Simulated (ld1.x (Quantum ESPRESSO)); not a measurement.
## Cu RRKJ: all-electron and pseudo phase curves

copper (Cu), norm-conserving RRKJ (Kleinman–Bylander form), made with ld1.x (Quantum ESPRESSO) 7.5 (PBEsol, fully relativistic). Core [Ar], reference 3d10 4s1 4p0. Waves: 4p (bound, empty): rc 2.95 bohr; 3d (bound): rc 0.95 bohr; 4s (bound): rc 1.75 bohr. Local part: the s channel. Core correction: a·sin(br)/r model core, default radius (core density twice the valence density). rho0 = 0.01.

Open shells are filled in proportion to 2j + 1 (rel_dist='average').

The phase is arctan(r·u′/u) with u = r·R(r), unwrapped; energies in Ry, scanned from -2 to 5 Ry. A pole is an energy at which the radial function vanishes at the test radius. The pseudo phase is shifted by a multiple of π to meet the all-electron one at the reference energy, and phase errors are pseudo minus all-electron; the curves can meet again beyond the range given. Levels narrower than the energy grid can be missing from the lists of poles.

| channel | radius (bohr) | reference energy (Ry) | poles, all-electron | poles, pseudo | unbroken range about the reference energy with phases within 0.05 rad | phase error 1 Ry above the reference energy (rad) |
| --- | --- | --- | --- | --- | --- | --- |
| s | 3.20 | -0.34 | 0.34 | 0.34, 4.50 | below 1.8 | -0.003 |
| p1/2 | 3.20 | -0.05 | 1.11 | 1.11 | the whole range | -0.000 |
| p3/2 | 3.20 | -0.05 | 1.14 | 1.14 | below 3.0 | -0.001 |
| d3/2 | 3.20 | -0.38 | -0.35, 2.60 | -0.35, 2.95 | below 0.6 | +0.052 |
| d5/2 | 3.20 | -0.36 | -0.33, 2.61 | -0.33, 2.96 | below 0.6 | +0.055 |

Phases in the d5/2 channel:

```json
{"E (Ry)": "-2.00", "all-electron": "1.363", "pseudo": "1.363"}
{"E (Ry)": "-1.76", "all-electron": "1.350", "pseudo": "1.351"}
{"E (Ry)": "-1.52", "all-electron": "1.335", "pseudo": "1.336"}
{"E (Ry)": "-1.28", "all-electron": "1.317", "pseudo": "1.317"}
{"E (Ry)": "-1.04", "all-electron": "1.292", "pseudo": "1.293"}
{"E (Ry)": "-0.80", "all-electron": "1.254", "pseudo": "1.255"}
{"E (Ry)": "-0.56", "all-electron": "1.160", "pseudo": "1.163"}
{"E (Ry)": "-0.32", "all-electron": "-1.601", "pseudo": "-1.600"}
{"E (Ry)": "-0.08", "all-electron": "-1.881", "pseudo": "-1.876"}
{"E (Ry)": "0.16", "all-electron": "-1.981", "pseudo": "-1.971"}
{"E (Ry)": "0.40", "all-electron": "-2.109", "pseudo": "-2.087"}
{"E (Ry)": "0.64", "all-electron": "-2.335", "pseudo": "-2.280"}
{"E (Ry)": "0.88", "all-electron": "-2.819", "pseudo": "-2.666"}
{"E (Ry)": "1.12", "all-electron": "-3.612", "pseudo": "-3.371"}
{"E (Ry)": "1.36", "all-electron": "-4.146", "pseudo": "-3.988"}
{"E (Ry)": "1.60", "all-electron": "-4.392", "pseudo": "-4.296"}
{"E (Ry)": "1.84", "all-electron": "-4.522", "pseudo": "-4.453"}
{"E (Ry)": "2.08", "all-electron": "-4.603", "pseudo": "-4.547"}
{"E (Ry)": "2.32", "all-electron": "-4.660", "pseudo": "-4.609"}
{"E (Ry)": "2.56", "all-electron": "-4.704", "pseudo": "-4.655"}
{"E (Ry)": "2.80", "all-electron": "-4.743", "pseudo": "-4.692"}
{"E (Ry)": "3.04", "all-electron": "-4.779", "pseudo": "-4.723"}
{"E (Ry)": "3.28", "all-electron": "-4.816", "pseudo": "-4.751"}
{"E (Ry)": "3.52", "all-electron": "-4.858", "pseudo": "-4.778"}
{"E (Ry)": "3.76", "all-electron": "-4.910", "pseudo": "-4.805"}
{"E (Ry)": "4.00", "all-electron": "-4.985", "pseudo": "-4.835"}
{"E (Ry)": "4.24", "all-electron": "-5.109", "pseudo": "-4.869"}
{"E (Ry)": "4.48", "all-electron": "-5.368", "pseudo": "-4.912"}
{"E (Ry)": "4.72", "all-electron": "-6.040", "pseudo": "-4.969"}
{"E (Ry)": "4.96", "all-electron": "-6.973", "pseudo": "-5.056"}
```
